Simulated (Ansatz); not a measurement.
# Ligand exchange: Si(CH3)2(OH)(SiH3) + HOI → Si(CH3)(OH)2(SiH3) + CH3I

Species: Si(CH3)2(OH)(SiH3), singlet; HOI (hypoiodous acid) `OI`, singlet; Si(CH3)(OH)2(SiH3), singlet; CH3I (methyl iodide) `CI`, singlet. The partners trade CH3 for OH: Si–CH3 and I–OH bonds give way to Si–OH and I–CH3.

Shapes, held fixed at every level: PBE0-D4/def2-TZVP. Flexible molecules stand in one conformer, not always the lowest. Programs: Ansatz 0.2.0. Electronic energies: no zero-point or thermal term.

(1) Estimate ΔE of this reaction.

## Answers

(1) The highest level, CCSD(T)/def2-TZVPP, gives ΔE = -207.2 kJ/mol; the levels span -232.4 to -182.8. The column of differences is taken from that level and isn't an error. No measured value is set beside it here. For atoms past krypton def2 sets carry core potentials with scalar relativity. Outer-core shells of I are correlated in most correlated rows, in sets that cover them unevenly.

| level | kind | ΔE (kJ/mol) | less CCSD(T)/def2-TZVPP |
| --- | --- | --- | --- |
| HF/def2-TZVPP | Hartree–Fock | -232.4 | -25.2 |
| PBE-D4/def2-TZVPP | GGA | -182.8 | +24.4 |
| r2SCAN-D4/def2-TZVPP | meta-GGA | -199.2 | +8.0 |
| B3LYP-D4/def2-TZVPP | global hybrid | -196.0 | +11.2 |
| wB97X-V/def2-TZVPP | range-separated hybrid | -199.3 | +7.9 |
| B2PLYP/def2-TZVPP | double hybrid | -204.8 | +2.4 |
| CCSD(T)/def2-TZVPP | coupled cluster or CI | -207.2 | 0.0 |
